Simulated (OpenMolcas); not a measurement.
**Sc I: input and output**

Input:

```
&GATEWAY
Coord
1

Sc 0.0 0.0 0.0
Basis=ANO-RCC-VQZP
Group=XYZ
NoMove
AngMom=0.0 0.0 0.0
AMFI
&SEWARD
* reference wave functions (RASSCF and RASSI steps not shown): 3 electrons in 6 orbitals (3d 4s)
>>> COPY JOB001 $Project.JobIph
&CASPT2
Multistate=30 1 2 3 4 5 6 7 8 9 10 11 12 13 14 15 16 17 18 19 20 21 22
23 24 25 26 27 28 29 30
Frozen=2 3
IPEA=0.25
Imaginary=0.1
MaxIter=60
WThr=0.0 0.3 0.05
PrWF=0.5
NoMix
>>> COPY JOB002 $Project.JobIph
&CASPT2
Multistate=10 1 2 3 4 5 6 7 8 9 10
Frozen=2 3
IPEA=0.25
Imaginary=0.1
MaxIter=60
WThr=0.0 0.3 0.05
PrWF=0.5
NoMix
```

Launched by
```bash
OMP_NUM_THREADS=1 MOLCAS_MEM=1689 MOLCAS_PROJECT=a pymolcas a.inp > a.log  # once for each step of the input, in one work folder
```

Output, cut to the results:

```
--- CASPT2 ---
Orbital specifications:
      -----------------------

      Symmetry species                           1   2
                                                ag  au
      Frozen orbitals                            2   3
      Inactive orbitals                          1   3
      Active orbitals                            6   0
      Secondary orbitals                        36  44
      Deleted orbitals                           0   0
      Number of basis functions                 45  50
Type of calculation                        MS-CASPT2
      Fock operator                              state-specific
      IPEA shift                                 0.25
      Real shift                                 0.00
      Imaginary shift                            0.10
      The input orbitals will be transformed to quasi-canonical
Reference energy:        -763.2589156165
      E2 (Non-variational):      -0.3647527904
      Shift correction:          -0.0014512283
      E2 (Variational):          -0.3662040187
      Total energy:            -763.6251196352
      Residual norm:              0.0000001566
      Reference weight:           0.88542
      Contributions to the CASPT2 correlation energy
      Active & Virtual Only:         -0.0445189955
      One Inactive Excited:          -0.0838986935
      Two Inactive Excited:          -0.2363351014
Reference energy:        -763.2589156165
      E2 (Non-variational):      -0.3647405155
      Shift correction:          -0.0014504216
      E2 (Variational):          -0.3661909371
      Total energy:            -763.6251065537
      Residual norm:              0.0000001564
      Reference weight:           0.88545
      Contributions to the CASPT2 correlation energy
      Active & Virtual Only:         -0.0445077305
      One Inactive Excited:          -0.0838976921
      Two Inactive Excited:          -0.2363350929
::    CASPT2 Root  1     Total energy:   -763.62511964
::    CASPT2 Root  2     Total energy:   -763.62510655
::    CASPT2 Root  3     Total energy:   -763.62496881
::    CASPT2 Root  4     Total energy:   -763.62486277
::    CASPT2 Root  5     Total energy:   -763.62509147
::    CASPT2 Root  6     Total energy:   -763.57651139
::    CASPT2 Root  7     Total energy:   -763.57480880
::    CASPT2 Root  8     Total energy:   -763.57263753
::    CASPT2 Root  9     Total energy:   -763.58201159
::    CASPT2 Root 10     Total energy:   -763.57495334
::    CASPT2 Root 11     Total energy:   -763.57683674
::    CASPT2 Root 12     Total energy:   -763.57462066
::    CASPT2 Root 13     Total energy:   -763.57252893
::    CASPT2 Root 14     Total energy:   -763.57235814
::    CASPT2 Root 15     Total energy:   -763.57257031
::    CASPT2 Root 16     Total energy:   -763.57264453
::    CASPT2 Root 17     Total energy:   -763.57248006
::    CASPT2 Root 18     Total energy:   -763.55048300
::    CASPT2 Root 19     Total energy:   -763.54882934
::    CASPT2 Root 20     Total energy:   -763.54894707
::    CASPT2 Root 21     Total energy:   -763.55112343
::    CASPT2 Root 22     Total energy:   -763.54702594
::    CASPT2 Root 23     Total energy:   -763.54791499
::    CASPT2 Root 24     Total energy:   -763.55068904
::    CASPT2 Root 25     Total energy:   -763.55151870
::    CASPT2 Root 26     Total energy:   -763.54716776
::    CASPT2 Root 27     Total energy:   -763.54907708
::    CASPT2 Root 28     Total energy:   -763.54907681
::    CASPT2 Root 29     Total energy:   -763.54907711
::    CASPT2 Root 30     Total energy:   -763.51311284
--- CASPT2 ---
Orbital specifications:
      -----------------------

      Symmetry species                           1   2
                                                ag  au
      Frozen orbitals                            2   3
      Inactive orbitals                          1   3
      Active orbitals                            6   0
      Secondary orbitals                        36  44
      Deleted orbitals                           0   0
      Number of basis functions                 45  50
Type of calculation                        MS-CASPT2
      Fock operator                              state-specific
      IPEA shift                                 0.25
      Real shift                                 0.00
      Imaginary shift                            0.10
      The input orbitals will be transformed to quasi-canonical
Reference energy:        -763.2390615581
      E2 (Non-variational):      -0.3512025709
      Shift correction:          -0.0006597710
      E2 (Variational):          -0.3518623419
      Total energy:            -763.5909239000
      Residual norm:              0.0000001427
      Reference weight:           0.91748
      Contributions to the CASPT2 correlation energy
      Active & Virtual Only:         -0.0194126326
      One Inactive Excited:          -0.1101642186
      Two Inactive Excited:          -0.2216257197
Reference energy:        -763.2390615581
      E2 (Non-variational):      -0.3479198954
      Shift correction:          -0.0003987858
      E2 (Variational):          -0.3483186812
      Total energy:            -763.5873802393
      Residual norm:              0.0000002915
      Reference weight:           0.92545
      Contributions to the CASPT2 correlation energy
      Active & Virtual Only:         -0.0175338909
      One Inactive Excited:          -0.1092451593
      Two Inactive Excited:          -0.2211408452
::    CASPT2 Root  1     Total energy:   -763.59092390
::    CASPT2 Root  2     Total energy:   -763.58738024
::    CASPT2 Root  3     Total energy:   -763.58865654
::    CASPT2 Root  4     Total energy:   -763.59007384
::    CASPT2 Root  5     Total energy:   -763.58932237
::    CASPT2 Root  6     Total energy:   -763.58890920
::    CASPT2 Root  7     Total energy:   -763.58881577
::    CASPT2 Root  8     Total energy:   -763.55909421
::    CASPT2 Root  9     Total energy:   -763.55909419
...
```

Levels above the lowest, from the spin-orbit matrix with the single-state CASPT2 energies, averaged by term, on its diagonal:

```json
{"Configuration": "3d 4s²", "Term": "²D", "J": "3/2", "E (cm⁻¹)": "0.0", "Measured (cm⁻¹)": "0.0", "g": "0.800", "Term weight %": "100"}
{"Configuration": "3d 4s²", "Term": "²D", "J": "5/2", "E (cm⁻¹)": "128", "Measured (cm⁻¹)": "168", "g": "1.200", "Term weight %": "100"}
{"Configuration": "3d² 4s", "Term": "⁴F", "J": "3/2", "E (cm⁻¹)": "7840", "Measured (cm⁻¹)": "11520", "g": "0.399", "Term weight %": "100"}
{"Configuration": "3d² 4s", "Term": "⁴F", "J": "5/2", "E (cm⁻¹)": "7890", "Measured (cm⁻¹)": "11558", "g": "1.029", "Term weight %": "100"}
{"Configuration": "3d² 4s", "Term": "⁴F", "J": "7/2", "E (cm⁻¹)": "7950", "Measured (cm⁻¹)": "11610", "g": "1.239", "Term weight %": "100"}
{"Configuration": "3d² 4s", "Term": "⁴F", "J": "9/2", "E (cm⁻¹)": "8030", "Measured (cm⁻¹)": "11677", "g": "1.334", "Term weight %": "100"}
{"Configuration": "3d² 4s", "Term": "²F", "J": "5/2", "E (cm⁻¹)": "10750", "Measured (cm⁻¹)": "14926", "g": "0.859", "Term weight %": "99"}
{"Configuration": "3d² 4s", "Term": "²F", "J": "7/2", "E (cm⁻¹)": "10880", "Measured (cm⁻¹)": "15042", "g": "1.143", "Term weight %": "100"}
{"Configuration": "3d² 4s", "Term": "²D", "J": "3/2", "E (cm⁻¹)": "11600", "Measured (cm⁻¹)": "", "g": "0.800", "Term weight %": "100"}
{"Configuration": "3d² 4s", "Term": "²D", "J": "5/2", "E (cm⁻¹)": "11610", "Measured (cm⁻¹)": "", "g": "1.199", "Term weight %": "99"}
{"Configuration": "3d² 4s", "Term": "⁴P", "J": "1/2", "E (cm⁻¹)": "14500", "Measured (cm⁻¹)": "", "g": "2.670", "Term weight %": "100"}
{"Configuration": "3d² 4s", "Term": "⁴P", "J": "3/2", "E (cm⁻¹)": "14530", "Measured (cm⁻¹)": "", "g": "1.735", "Term weight %": "100"}
{"Configuration": "3d² 4s", "Term": "⁴P", "J": "5/2", "E (cm⁻¹)": "14580", "Measured (cm⁻¹)": "", "g": "1.601", "Term weight %": "100"}
{"Configuration": "3d² 4s", "Term": "²G", "J": "7/2", "E (cm⁻¹)": "16700", "Measured (cm⁻¹)": "", "g": "0.889", "Term weight %": "100"}
{"Configuration": "3d² 4s", "Term": "²G", "J": "9/2", "E (cm⁻¹)": "16700", "Measured (cm⁻¹)": "", "g": "1.111", "Term weight %": "100"}
{"Configuration": "3d² 4s", "Term": "²P", "J": "1/2", "E (cm⁻¹)": "16710", "Measured (cm⁻¹)": "", "g": "0.666", "Term weight %": "100"}
{"Configuration": "3d² 4s", "Term": "²P", "J": "3/2", "E (cm⁻¹)": "16770", "Measured (cm⁻¹)": "", "g": "1.334", "Term weight %": "100"}
{"Configuration": "3d² 4s", "Term": "²S", "J": "1/2", "E (cm⁻¹)": "24640", "Measured (cm⁻¹)": "", "g": "2.002", "Term weight %": "100"}
```

Against the 7 measured excited levels shown (NIST Handbook of Basic Atomic Spectroscopic Data) the mean absolute deviation is 3300 cm-1; the largest miss in energy is 3d² 4s ²F_5/2: computed 10750, measured 14926 cm⁻¹ (-28.0 %).

Term energies are means over components that CASPT2 splits; among the terms shown or strongly mixed into the levels shown the widest spread is 2100 cm-1 (3d² 4s ²F). Over all roots computed the reference weight is 0.85 to 0.93; the roots of lowest weight are the least certain, and an intruder state may touch them. Terms from blocks run as CI alone lack orbitals of their own. A single d shell beside an s shell can misplace configurations of different d count against each other. The CASPT2 spread within a term exceeds the gap to the next term for 3d² 4s ²F and 3d² 4s ²D, 3d² 4s ²G and 3d² 4s ²P, so the order of their levels is uncertain, and so are names and mixing where such terms share a J. Computed and measured levels are paired by configuration, term and J; levels that our copy of the source lacks, or whose pairing is in doubt (as where it misses far off the trend of its configuration), stay unpaired and out of the deviations. Levels of configurations outside the active space are missing. The first state left out of the spin-orbit step lies near 43000 cm-1 above the lowest spin-free state of the reference (among the parities and spins computed), and the list stops at four fifths of that energy or lower.

The CASPT2 steps took 27 s on 1 thread of Arm Neoverse V1, with other jobs on the host; the integral step is not counted.

The term weight is that of the spin-free term in the level, not the purity of its configuration.
